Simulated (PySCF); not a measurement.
Species: 1,1,1,3-tetrafluoropropane, C3H4F4.
Bonds: F1–C2, C2–C3, C3–C4, C4–F5, C4–F6, C4–F7. Hydrogens: H8, H9 on C2; H10, H11 on C3.

The same species was optimised twice, with GFN2-xTB and with PBE0-D3(BJ)/def2-SVP (PySCF), and the same property calculations (PySCF, gas phase) were run on both structures.

```csv
coordinate,GFN2-xTB,PBE0-D3(BJ)/def2-SVP,change
C2–C3 (Å),1.528,1.515,-0.013
C3–C4 (Å),1.514,1.505,-0.009
C4–F6 (Å),1.339,1.333,-0.006
C4–F7 (Å),1.341,1.339,-0.002
C4–F5 (Å),1.341,1.340,-0.001
F1–C2 (Å),1.367,1.368,+0.001
C2–C3–C4 (°),110.6,113.1,+2.5
F6–C4–F7 (°),106.7,107.6,+0.9
C3–C4–F5 (°),112.3,111.5,-0.8
F5–C4–F6 (°),106.7,107.5,+0.8
C3–C4–F7 (°),112.3,111.6,-0.7
F5–C4–F7 (°),106.4,107.1,+0.7
C3–C4–F6 (°),112.0,111.3,-0.7
F1–C2–C3 (°),109.2,109.1,-0.1
F1–C2–C3–C4 (°),180,179,-1
C2–C3–C4–F5 (°),-60,-59,+1
```

Rotational constants: A = 5115, B = 1426, C = 1407 MHz (GFN2-xTB) against A = 5087, B = 1429, C = 1410 MHz (PBE0-D3(BJ)/def2-SVP). Point groups within 0.08 Å: Cs and Cs. Atoms that the bonding makes alike are paired by their places after alignment.

On the GFN2-xTB structure: isotropic polarisability (au) 41.0 [wB97X-D/def2-SVPD]; HOMO (eV) -12.09 [wB97X-D/def2-SVPD]; LUMO (eV) 2.31 [wB97X-D/def2-SVPD]; dipole (D) 0.54 [wB97X-D/def2-SVPD]; HOMO (eV) -9.96 [PBE0/pcSseg-1]; LUMO (eV) 1.56 [PBE0/pcSseg-1]; dipole (D) 0.48 [PBE0/pcSseg-1]; GIAO shielding of F1 (ppm) 430.5 [PBE0/pcSseg-1]; GIAO shielding of C2 (ppm) 105.8 [PBE0/pcSseg-1]; GIAO shielding of C3 (ppm) 147.1 [PBE0/pcSseg-1]; GIAO shielding of C4 (ppm) 53.2 [PBE0/pcSseg-1]; GIAO shielding of F5/F6/F7 (mean) (ppm) 254.2 [PBE0/pcSseg-1].

Question: What do these properties become on the PBE0-D3(BJ)/def2-SVP structure?

Answer: 
```csv
property,level,on GFN2-xTB,on PBE0-D3(BJ)/def2-SVP,change
isotropic polarisability (au),wB97X-D/def2-SVPD,41.0,41.1,+0.1
HOMO (eV),wB97X-D/def2-SVPD,-12.09,-12.03,+0.06
LUMO (eV),wB97X-D/def2-SVPD,2.31,2.31,0.00
dipole (D),wB97X-D/def2-SVPD,0.54,0.43,-0.11
"energy, GFN2-xTB geometry as zero (kcal/mol)",wB97X-D/def2-SVPD,0.0,-0.2,-0.2
HOMO (eV),PBE0/pcSseg-1,-9.96,-9.92,+0.04
LUMO (eV),PBE0/pcSseg-1,1.56,1.56,0.00
dipole (D),PBE0/pcSseg-1,0.48,0.37,-0.11
"energy, GFN2-xTB geometry as zero (kcal/mol)",PBE0/pcSseg-1,0.0,-0.3,-0.3
GIAO shielding of F1 (ppm),PBE0/pcSseg-1,430.5,428.9,-1.6
GIAO shielding of C2 (ppm),PBE0/pcSseg-1,105.8,106.5,+0.7
GIAO shielding of C3 (ppm),PBE0/pcSseg-1,147.1,146.9,-0.2
GIAO shielding of C4 (ppm),PBE0/pcSseg-1,53.2,54.5,+1.3
GIAO shielding of F5/F6/F7 (mean) (ppm),PBE0/pcSseg-1,254.2,257.6,+3.4
```

The heavy atoms differ by 0.023 Å rms after alignment (one structure mirrored). Among bonds between heavy atoms C2–C3 changes most (-0.013 Å). Changes are differences of the printed values. Neither structure is proved a minimum here.

The values belong to the conformer `[F:1][CH2:2][CH2:3][C:4]([F:5])([F:6])[F:7]`: F1–C2–C3–C4 179°, C2–C3–C4–F5 -59°.

Note: wB97X-D ran without an empirical dispersion term, which enters the total energy and its gradient alone.
